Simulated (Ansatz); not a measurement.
Molecule: fluoro(trimethyl)silane, C3H9FSi (charge 0, singlet). SMILES: C[Si](C)(C)F
Geometry: optimised at B3LYP-D3(BJ)/def2-TZVP (Ansatz, a quantum-chemistry and plane-wave program).

Wanted: vertical ionisation energy (to the doublet state of charge +1; each state is the SCF solution reached for its spin; the molecule has degenerate orbitals, so one determinant may break the symmetry; for the doublet the Hartree-Fock reference is unstable and T1 is 0.017), in eV. Valence correlation only, unless marked. Open shells are spin-unrestricted. No spin-orbit coupling. No relativistic terms. 

| level | program | vertical ionisation energy (eV) |
|---|---|---|
| RI-HF/aug-cc-pV(T+d)Z | Ansatz | 10.31 |
| SVWN5/def2-TZVPD | Ansatz | 10.38 |
| PBE/def2-TZVPD | Ansatz | 10.23 |
| PBE0/def2-TZVPD | Ansatz | 10.62 |
| wB97X-V/def2-TZVPD | Ansatz | 10.88 |
| RI-MP2/aug-cc-pV(T+d)Z | Ansatz | 11.17 |
